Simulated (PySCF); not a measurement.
What settings do to a single point of [Nd(H2O)2]3+

The sound run of [Nd(H2O)2]3+ (singlet in the valence; each metal's 4f electrons, 3 of them, lie in its core potential, out of spins and levels) uses PySCF 2.14.0, RKS BP86, Nd lcecp-1-SVP with ECP49, O def2-SVP, H def2-SVP; non-relativistic Hamiltonian with scalar-relativistic core potentials where named; density fitting; no spin-orbit coupling, grid (50, 194), threshold 1e-8 Eh and 55 cycles, at the relaxed geometry:

```xyz
7

Nd    0.1538    1.0522   -0.0064
O     0.0672   -0.1737    1.9282
H     0.1128    0.1678    2.8736
H    -0.0290   -1.1650    2.0602
O    -0.0876   -0.1741   -1.9275
H     0.0571   -1.1552   -2.0890
H    -0.3549    0.1594   -2.8390
```

There Nd1 has a Mulliken charge of 2.16 e and the dipole about the centre of mass is 2.93 D. Each run below changes one thing and starts from free metal ions and neutral atoms unless it says otherwise; with 55 cycles, smearing, a level shift and second-order steps follow where DIIS fails, and their cycles count. Energy shifts count from the sound run. On f atoms grids over 110 angular points are at least (60, 302).

| change | outcome | cycles | energy shift (eV) | largest force component (eV/Å) | charge on Nd1 (e) | dipole about the centre of mass (D) |
| --- | --- | --- | --- | --- | --- | --- |
| cycle limit 8 | not converged | 8 | – | – | – | – |
| threshold 0.001 | converged | 7 | 0.0079 | 0.16 | 2.15 | 2.95 |
| start from the bare core Hamiltonian, limit 79 cycles | converged | 12 | 0.0000 | 0.01 | 2.16 | 2.93 |
| grid (40, 110) | converged | 11 | 0.0126 | 0.12 | 2.16 | 2.93 |

(1) How does the run with this change end: all coordinates × 1.12?

Forces carry noise of the integration grid, about 0.01 to 0.03 eV/Å.

An lcecp potential fixes the number of 4f electrons, so in runs with it no electron can move into or out of that shell.

Results:

(1) outcome converged, cycles 12, energy shift (eV) 1.56, largest force component (eV/Å) 3.43, charge on Nd1 (e) 2.21, dipole about the centre of mass (D) 3.05.
